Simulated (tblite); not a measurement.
Record of a relaxation.

Species: C5H12GeOSi.
SMILES with atom numbers: `[CH2:1]=[C:2]([GeH3:3])[C@@H:4]1[SiH2:5][C@H:6]1[O:7][CH3:8]` (hydrogens: H9, H10 on C1; H11, H12, H13 on Ge3; H14 on C4; H15, H16 on Si5; H17 on C6; H18, H19, H20 on C8)

Computed with GFN2-xTB (tblite), gas phase: L-BFGS steps from a force-field or distance-geometry start until the largest atomic force falls under 0.01 eV/Å. 10 of its 209 geometries are shown.

Step 0: E = -664.5387 eV, largest atomic force 1.766 eV/Å
```
atom  x, y, z in Å  |  force x, y, z in eV/Å
C1      2.048    1.198    1.299   -1.038  -0.377  -0.487
C2      1.181    0.714    0.385   -0.120   1.016   1.440
Ge3     1.782    0.518   -1.432   -0.170  -0.219  -0.954
C4     -0.252    0.451    0.756    1.224   0.084   0.437
Si5    -0.482   -0.881    2.115   -0.523  -0.066   0.042
C6     -0.817   -0.839    0.247   -0.374  -0.752   0.934
O7     -2.191   -0.781   -0.026    0.481  -0.434  -0.860
C8     -2.355   -0.490   -1.385   -0.905  -0.010  -0.727
H9      1.731    1.371    2.326    0.194  -0.032  -0.238
H10     3.058    1.438    1.029    0.186   0.019   0.033
H11     0.595    0.058   -2.336    0.710   0.252   0.326
H12     2.295    1.884   -1.944   -0.124  -0.620   0.110
H13     2.906   -0.526   -1.490   -0.301   0.381  -0.134
H14    -0.943    1.306    0.816    0.464  -0.434  -0.310
H15     0.668   -1.742    2.387   -0.150   0.253   0.188
H16    -1.759   -0.875    2.852    0.584   0.029  -0.111
H17    -0.179   -1.541   -0.331   -0.547   0.752  -0.247
H18    -1.930   -1.304   -2.027   -0.086   0.604   0.362
H19    -1.917    0.494   -1.645    0.029  -0.417   0.001
H20    -3.443   -0.440   -1.601    0.464  -0.029   0.195
```

Step 23: E = -664.9632 eV, largest atomic force 0.062 eV/Å
```
atom  x, y, z in Å  |  force x, y, z in eV/Å
C1      2.038    1.226    1.297    0.011  -0.033   0.017
C2      1.161    0.742    0.426    0.003   0.023   0.008
Ge3     1.747    0.508   -1.437   -0.043  -0.005  -0.008
C4     -0.218    0.383    0.830   -0.019  -0.027  -0.053
Si5    -0.526   -0.951    2.140   -0.014  -0.013  -0.008
C6     -0.831   -0.913    0.274   -0.018  -0.007  -0.007
O7     -2.173   -0.880   -0.125    0.014   0.002  -0.035
C8     -2.375   -0.475   -1.458    0.032   0.013   0.004
H9      1.787    1.353    2.340    0.006   0.039   0.004
H10     3.038    1.504    1.002   -0.025   0.014  -0.008
H11     0.657    0.092   -2.369   -0.017   0.005  -0.022
H12     2.302    1.793   -1.967    0.023  -0.004  -0.002
H13     2.846   -0.503   -1.543   -0.008  -0.006  -0.003
H14    -0.904    1.226    0.815    0.017  -0.021  -0.019
H15     0.641   -1.671    2.612    0.020  -0.021  -0.005
H16    -1.676   -0.835    3.010   -0.034   0.018   0.006
H17    -0.189   -1.469   -0.419   -0.001   0.016   0.033
H18    -1.943   -1.205   -2.157    0.003   0.044   0.027
H19    -1.933    0.510   -1.662    0.008  -0.022   0.053
H20    -3.454   -0.424   -1.611    0.043  -0.013   0.018
```

Step 46: E = -664.9877 eV, largest atomic force 0.052 eV/Å
```
atom  x, y, z in Å  |  force x, y, z in eV/Å
C1      1.987    1.276    1.243    0.011  -0.003   0.016
C2      1.123    0.728    0.398    0.002   0.028   0.007
Ge3     1.694    0.480   -1.470    0.000  -0.008   0.005
C4     -0.235    0.318    0.818    0.027   0.024   0.028
Si5    -0.545   -0.969    2.173   -0.013  -0.026  -0.019
C6     -0.800   -1.012    0.300    0.013   0.004  -0.014
O7     -2.120   -1.015   -0.157   -0.017  -0.007   0.042
C8     -2.280   -0.411   -1.416   -0.016  -0.012  -0.008
H9      1.753    1.424    2.288   -0.026   0.007  -0.006
H10     2.964    1.600    0.920    0.000   0.003  -0.008
H11     0.577    0.196   -2.419   -0.005   0.010  -0.007
H12     2.378    1.723   -1.954    0.012  -0.039   0.008
H13     2.692   -0.632   -1.603   -0.022   0.008  -0.002
H14    -0.956    1.131    0.766    0.013   0.025   0.010
H15     0.594   -1.694    2.702    0.033   0.009  -0.003
H16    -1.718   -0.798    3.005   -0.021  -0.010  -0.002
H17    -0.116   -1.562   -0.357    0.023  -0.036  -0.010
H18    -1.771   -0.991   -2.196    0.016  -0.035  -0.022
H19    -1.877    0.609   -1.426   -0.035   0.038  -0.001
H20    -3.349   -0.388   -1.619    0.004   0.019  -0.012
```

Step 69: E = -665.0117 eV, largest atomic force 0.079 eV/Å
```
atom  x, y, z in Å  |  force x, y, z in eV/Å
C1      1.953    1.393    1.243    0.015  -0.046  -0.021
C2      1.122    0.761    0.423   -0.012   0.012  -0.040
Ge3     1.684    0.410   -1.429   -0.017  -0.018  -0.026
C4     -0.229    0.323    0.836   -0.017  -0.014  -0.050
Si5    -0.505   -1.020    2.141   -0.002  -0.031   0.010
C6     -0.757   -1.004    0.267    0.043   0.002   0.038
O7     -2.080   -1.046   -0.178    0.054   0.041   0.040
C8     -2.282   -0.396   -1.410   -0.002  -0.028   0.017
H9      1.710    1.587    2.278   -0.028   0.027  -0.028
H10     2.917    1.731    0.897    0.030   0.029   0.044
H11     0.527    0.433   -2.377    0.031   0.039  -0.027
H12     2.661    1.456   -1.877    0.003  -0.054   0.023
H13     2.356   -0.922   -1.610    0.000   0.051   0.024
H14    -0.954    1.132    0.803   -0.020  -0.012   0.022
H15     0.695   -1.655    2.661   -0.058  -0.008  -0.012
H16    -1.719   -0.957    2.931    0.054  -0.002   0.015
H17    -0.059   -1.516   -0.408   -0.030   0.024   0.011
H18    -1.682   -0.870   -2.199   -0.020   0.038   0.007
H19    -2.022    0.671   -1.356    0.006  -0.069  -0.006
H20    -3.339   -0.501   -1.641   -0.032   0.021  -0.042
```

Step 92: E = -665.0308 eV, largest atomic force 0.077 eV/Å
```
atom  x, y, z in Å  |  force x, y, z in eV/Å
C1      1.899    1.477    1.215   -0.008   0.002  -0.011
C2      1.105    0.787    0.403    0.001  -0.015   0.011
Ge3     1.717    0.385   -1.421   -0.074   0.020   0.004
C4     -0.229    0.317    0.839   -0.010  -0.008  -0.013
Si5    -0.453   -1.063    2.124    0.002   0.005  -0.010
C6     -0.770   -1.000    0.264   -0.005   0.014  -0.016
O7     -2.099   -1.039   -0.162   -0.006   0.009   0.009
C8     -2.309   -0.403   -1.400    0.019   0.006   0.008
H9      1.611    1.701    2.233    0.005   0.019  -0.007
H10     2.860    1.843    0.892   -0.005   0.008  -0.002
H11     0.660    0.649   -2.453    0.027   0.008   0.029
H12     2.906    1.231   -1.752   -0.004  -0.002   0.009
H13     2.139   -1.039   -1.609    0.035  -0.036  -0.001
H14    -0.970    1.111    0.873    0.014   0.002   0.004
H15     0.743   -1.750    2.578   -0.011   0.007  -0.006
H16    -1.613   -0.981    2.987    0.014  -0.013   0.005
H17    -0.084   -1.491   -0.437   -0.015  -0.029  -0.012
H18    -1.679   -0.856   -2.177   -0.013  -0.005  -0.019
H19    -2.078    0.668   -1.346    0.004   0.007  -0.001
H20    -3.360   -0.537   -1.654    0.031  -0.001   0.019
```

Step 116: E = -665.0363 eV, largest atomic force 0.048 eV/Å
```
atom  x, y, z in Å  |  force x, y, z in eV/Å
C1      1.850    1.563    1.183   -0.021  -0.005  -0.020
C2      1.097    0.785    0.411   -0.010  -0.017   0.035
Ge3     1.744    0.337   -1.386    0.017  -0.039  -0.022
C4     -0.225    0.295    0.854   -0.020  -0.018   0.008
Si5    -0.432   -1.119    2.107    0.017   0.010   0.004
C6     -0.790   -1.004    0.258    0.001   0.030  -0.026
O7     -2.122   -1.009   -0.160   -0.005  -0.010   0.014
C8     -2.314   -0.378   -1.403   -0.004   0.000   0.003
H9      1.541    1.866    2.172   -0.012  -0.021   0.018
H10     2.807    1.928    0.847    0.010   0.037  -0.010
H11     0.730    0.667   -2.437   -0.009   0.007  -0.018
H12     2.981    1.131   -1.670   -0.019   0.007  -0.002
H13     2.112   -1.101   -1.600    0.005  -0.012   0.034
H14    -0.967    1.086    0.940    0.009  -0.003  -0.010
H15     0.775   -1.825    2.494    0.019  -0.020   0.009
H16    -1.545   -1.060    3.033    0.000   0.005  -0.025
H17    -0.124   -1.498   -0.460    0.015   0.014  -0.001
H18    -1.728   -0.875   -2.188    0.000   0.007   0.020
H19    -2.021    0.678   -1.364   -0.009   0.005  -0.014
H20    -3.375   -0.457   -1.635    0.017   0.023   0.003
```

Step 139: E = -665.0561 eV, largest atomic force 0.078 eV/Å
```
atom  x, y, z in Å  |  force x, y, z in eV/Å
C1      1.663    1.842    1.055    0.008   0.005   0.022
C2      1.073    0.826    0.428    0.011   0.005  -0.026
Ge3     1.853    0.161   -1.244   -0.021  -0.022   0.072
C4     -0.181    0.240    0.924    0.007   0.015  -0.071
Si5    -0.311   -1.339    1.983    0.010  -0.008   0.021
C6     -0.821   -0.962    0.211   -0.010  -0.013   0.015
O7     -2.171   -0.863   -0.134   -0.019   0.029   0.014
C8     -2.353   -0.248   -1.387   -0.019  -0.003  -0.001
H9      1.265    2.264    1.966   -0.027   0.001   0.011
H10     2.572    2.289    0.686   -0.004  -0.025  -0.029
H11     0.909    0.330   -2.397    0.027  -0.026  -0.013
H12     3.093    0.935   -1.560    0.000  -0.011   0.005
H13     2.221   -1.293   -1.185    0.036   0.014  -0.028
H14    -0.912    0.989    1.221   -0.015   0.007  -0.010
H15     0.879   -2.147    2.173    0.031  -0.006  -0.014
H16    -1.334   -1.350    3.007   -0.014   0.001   0.015
H17    -0.217   -1.384   -0.601    0.018   0.024   0.016
H18    -2.006   -0.917   -2.186    0.006   0.054  -0.045
H19    -1.805    0.701   -1.458   -0.034  -0.023   0.038
H20    -3.420   -0.063   -1.505    0.006  -0.017   0.009
```

Step 162: E = -665.1045 eV, largest atomic force 0.099 eV/Å
```
atom  x, y, z in Å  |  force x, y, z in eV/Å
C1      1.464    1.977    0.877    0.092  -0.026   0.026
C2      1.026    0.829    0.361    0.001   0.052   0.024
Ge3     2.039   -0.049   -1.063   -0.005   0.003  -0.077
C4     -0.202    0.205    0.852   -0.001   0.026  -0.017
Si5    -0.198   -1.431    1.827   -0.022  -0.044  -0.010
C6     -0.836   -0.980    0.111   -0.019  -0.049   0.042
O7     -2.201   -0.913   -0.166   -0.009  -0.014  -0.030
C8     -2.483   -0.062   -1.253    0.001   0.056   0.005
H9      0.946    2.478    1.683   -0.017   0.015  -0.076
H10     2.374    2.441    0.533    0.007   0.011  -0.018
H11     1.284   -0.084   -2.362    0.046   0.013   0.018
H12     3.308    0.701   -1.316    0.002   0.002   0.010
H13     2.399   -1.472   -0.750    0.002   0.029   0.019
H14    -0.934    0.921    1.215   -0.037   0.012   0.031
H15     1.044   -2.180    1.851    0.042  -0.032   0.016
H16    -1.089   -1.519    2.962   -0.069  -0.016  -0.008
H17    -0.251   -1.326   -0.751   -0.020   0.012  -0.009
H18    -1.983   -0.418   -2.166   -0.043   0.032   0.068
H19    -2.150    0.964   -1.047   -0.017  -0.054  -0.045
H20    -3.564   -0.070   -1.401    0.067  -0.028   0.030
```

Step 185: E = -665.1223 eV, largest atomic force 0.036 eV/Å
```
atom  x, y, z in Å  |  force x, y, z in eV/Å
C1      1.399    2.039    0.739   -0.012  -0.004  -0.014
C2      1.026    0.823    0.339   -0.007   0.007  -0.009
Ge3     2.145   -0.109   -0.970   -0.007  -0.020   0.003
C4     -0.184    0.179    0.850    0.017   0.012   0.021
Si5    -0.170   -1.505    1.749   -0.005  -0.005   0.001
C6     -0.829   -0.981    0.068    0.004   0.029  -0.007
O7     -2.204   -0.921   -0.154   -0.004  -0.002  -0.011
C8     -2.550    0.004   -1.159   -0.002   0.016   0.012
H9      0.828    2.613    1.454   -0.003  -0.008  -0.007
H10     2.292    2.506    0.355    0.007   0.003   0.020
H11     1.531   -0.170   -2.338    0.003   0.003   0.002
H12     3.440    0.624   -1.118    0.007   0.000   0.000
H13     2.452   -1.525   -0.581    0.002   0.013  -0.006
H14    -0.910    0.880    1.257   -0.006  -0.002  -0.010
H15     1.073   -2.254    1.782    0.002  -0.004  -0.002
H16    -1.121   -1.661    2.830   -0.009   0.002   0.003
H17    -0.273   -1.255   -0.837    0.022  -0.027  -0.009
H18    -2.042   -0.237   -2.102   -0.011  -0.012   0.000
H19    -2.279    1.027   -0.872   -0.009  -0.005  -0.002
H20    -3.628   -0.065   -1.297    0.010   0.003   0.016
```

Step 208: E = -665.1239 eV, largest atomic force 0.010 eV/Å
```
atom  x, y, z in Å  |  force x, y, z in eV/Å
C1      1.388    2.046    0.725    0.002   0.003   0.003
C2      1.034    0.823    0.332   -0.001   0.001   0.004
Ge3     2.173   -0.113   -0.956   -0.002   0.000   0.003
C4     -0.177    0.176    0.838   -0.001  -0.001  -0.003
Si5    -0.171   -1.508    1.737    0.002  -0.002   0.004
C6     -0.821   -0.982    0.053    0.000  -0.001   0.004
O7     -2.199   -0.925   -0.153   -0.001   0.004  -0.009
C8     -2.568    0.007   -1.143    0.002   0.001  -0.002
H9      0.796    2.619    1.424    0.003   0.002   0.002
H10     2.284    2.520    0.358   -0.001  -0.003  -0.002
H11     1.570   -0.182   -2.328    0.000  -0.002  -0.008
H12     3.466    0.625   -1.097    0.001  -0.001   0.002
H13     2.483   -1.524   -0.556    0.000  -0.003   0.000
H14    -0.905    0.877    1.240   -0.005  -0.002  -0.004
H15     1.065   -2.270    1.777    0.003   0.007   0.001
H16    -1.133   -1.653    2.810    0.001  -0.002  -0.001
H17    -0.270   -1.261   -0.854    0.001   0.000   0.000
H18    -2.108   -0.248   -2.107   -0.008   0.002   0.003
H19    -2.263    1.024   -0.870   -0.001  -0.004  -0.001
H20    -3.651   -0.038   -1.232    0.004   0.000   0.003
```

**Question.** Summarise the path.

**Answer.** The energy falls by 0.5852 eV from step 0 to step 208; nine tenths of that is first reached at step 146. It falls at every step. The largest force goes from 1.766 to 0.010 eV/Å. Among the bonds Ge3–H11 changes most, from 1.561 to 1.500 Å; the atoms move by 1.016 Å rms after alignment.

**Question.** Follow the three bonds and two angles with the largest change from start to end.

**Answer.** 
| step | E above end (eV) | largest force (eV/Å) | Ge3–H11 (Å) | Ge3–H12 (Å) | C4–C6 (Å) | C2–C4–Si5 (°) | C6–Si5–H15 (°) |
| --- | --- | --- | --- | --- | --- | --- | --- |
| 0 | 0.5852 | 1.766 | 1.561 | 1.546 | 1.497 | 114.3 | 109.5 |
| 9 | 0.1945 | 0.262 | 1.493 | 1.495 | 1.533 | 119.6 | 112.7 |
| 18 | 0.1649 | 0.099 | 1.495 | 1.498 | 1.534 | 120.4 | 116.9 |
| 27 | 0.1574 | 0.076 | 1.495 | 1.500 | 1.534 | 121.1 | 117.6 |
| 36 | 0.1423 | 0.087 | 1.495 | 1.499 | 1.534 | 122.7 | 116.1 |
| 45 | 0.1367 | 0.057 | 1.494 | 1.500 | 1.535 | 122.8 | 116.9 |
| 54 | 0.1323 | 0.067 | 1.495 | 1.499 | 1.534 | 123.1 | 118.2 |
| 63 | 0.1243 | 0.087 | 1.494 | 1.500 | 1.532 | 123.0 | 118.0 |
| 72 | 0.1078 | 0.082 | 1.494 | 1.498 | 1.533 | 122.1 | 118.1 |
| 81 | 0.1000 | 0.075 | 1.498 | 1.496 | 1.536 | 121.8 | 117.8 |
| 90 | 0.0943 | 0.060 | 1.498 | 1.499 | 1.535 | 122.6 | 117.6 |
| 99 | 0.0915 | 0.028 | 1.498 | 1.497 | 1.535 | 122.5 | 117.4 |
| 109 | 0.0898 | 0.035 | 1.499 | 1.497 | 1.535 | 122.5 | 117.1 |
| 118 | 0.0864 | 0.059 | 1.498 | 1.498 | 1.537 | 122.8 | 116.9 |
| 127 | 0.0787 | 0.057 | 1.498 | 1.495 | 1.535 | 123.4 | 117.1 |
| 136 | 0.0703 | 0.066 | 1.503 | 1.496 | 1.536 | 124.9 | 117.3 |
| 145 | 0.0595 | 0.120 | 1.502 | 1.496 | 1.534 | 125.5 | 116.6 |
| 154 | 0.0356 | 0.116 | 1.502 | 1.498 | 1.535 | 124.4 | 114.9 |
| 163 | 0.0180 | 0.109 | 1.504 | 1.494 | 1.536 | 122.3 | 115.4 |
| 172 | 0.0102 | 0.140 | 1.499 | 1.496 | 1.536 | 122.2 | 116.3 |
| 181 | 0.0027 | 0.036 | 1.502 | 1.496 | 1.540 | 123.1 | 117.5 |
| 190 | 0.0011 | 0.018 | 1.500 | 1.496 | 1.540 | 123.4 | 117.8 |
| 199 | 0.0004 | 0.019 | 1.500 | 1.496 | 1.540 | 123.4 | 117.4 |
| 208 | 0.0000 | 0.010 | 1.500 | 1.496 | 1.540 | 123.4 | 117.8 |

What follows is the cost of the whole relaxation. On an Intel Xeon at 2.50 GHz with one thread (shared host), this took 6.4 s.
